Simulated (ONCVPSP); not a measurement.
## What one change does to a pseudopotential (In, ONCV)

```json
{
  "Element": "In (Z = 49)",
  "Generator": "ONCVPSP 4.0.1",
  "Type": "optimised norm-conserving Vanderbilt (ONCV)",
  "Functional": "PBE",
  "Relativity": "scalar-relativistic",
  "Frozen core": "[Kr] 4d10",
  "Valence charge": "3",
  "Reference configuration": "5s2 5p0.75 (charge +0.25)",
  "Partial waves": "5s: rc 2.35 bohr, ncon 4, nbas 9, qcut 2.9 1/bohr, 3 projectors, debl 3.8 Ha; 5p: rc 3.15 bohr, ncon 4, nbas 8, qcut 3.1 1/bohr, 2 projectors, debl 2.5 Ha",
  "Local potential": "polynomial inside 2.10 bohr (lpopt 5, dvloc0 1 Ha)",
  "Core correction": "Teter function, fcfact 5.5, rcfact 1.3"
}
```

All-electron outer shells of the reference configuration (PBE, scalar-relativistic, ld1.x):

| shell | level (eV) | outermost node (bohr) | outermost maximum (bohr) |
| --- | --- | --- | --- |
| 4p | -79.81 | 0.42 | 0.82 |
| 4d | -20.30 | 0.40 | 0.94 |
| 5s | -9.75 | 1.02 | 2.13 |
| 5p | -3.87 | 1.14 | 2.81 |

Change: p: qcut 4.6.

Cutoffs: the cutoffs (Ha) at which the residual kinetic energy of the hardest occupied pseudo-wave falls to 1 and 0.1 mHa per electron; they do not see the model core or the augmentation charge, which bear on the density cutoff. Errors are all-electron minus pseudo energies relative to the spin-unpolarised reference configuration.

Task: What does the change do?

Result: The potential gets neither clearly harder nor softer (5.7 Ha and 36 Ha → 5.7 Ha and 36 Ha); the s channel sets the loose cutoff, while the largest relative change is in p, which becomes harder; the errors of the 4 common tests hardly move; the range in which the p phases agree widens (upper end 1.2 → 3.9); neither file shows a bound ghost.

```tsv
quantity	base	changed
cutoff, loose	5.7 Ha	5.7 Ha
cutoff, tight	36 Ha	36 Ha
loose cutoff by channel	s 5.7 Ha, p 1.8 Ha	s 5.7 Ha, p 4.4 Ha
bound ghosts	none	none
GHOST(+) flags under 300 eV	s at 247.6 eV	s at 247.6 eV
error for 5s2 5p1, meV [ΔE -0.80 eV]	-0.4	-0.3
error for 5s2 5p0, meV [ΔE 4.57 eV]	-16	-15
error for 5s1 5p0, meV [ΔE 23.80 eV]	-200	-190
error for 5s1 5p1, meV [ΔE 11.16 eV]	-48	-53
s: phases at 2.39 bohr within 0.05 rad from the reference energy up to (Ha; the scan ends near 5)	to the end of the scan	to the end of the scan
p: phases at 3.21 bohr within 0.05 rad from the reference energy up to (Ha; the scan ends near 5)	1.2	3.9
rms error of d²Exc/dni dnj with the model core, mHa	0.74	0.72
```

Base: The cutoffs count occupied waves only; projector 2 of the s channel, the hardest unoccupied one, needs 52 Ha at the loose tolerance. Changed file: The cutoffs count occupied waves only; projector 2 of the s channel, the hardest unoccupied one, needs 52 Ha at the loose tolerance.
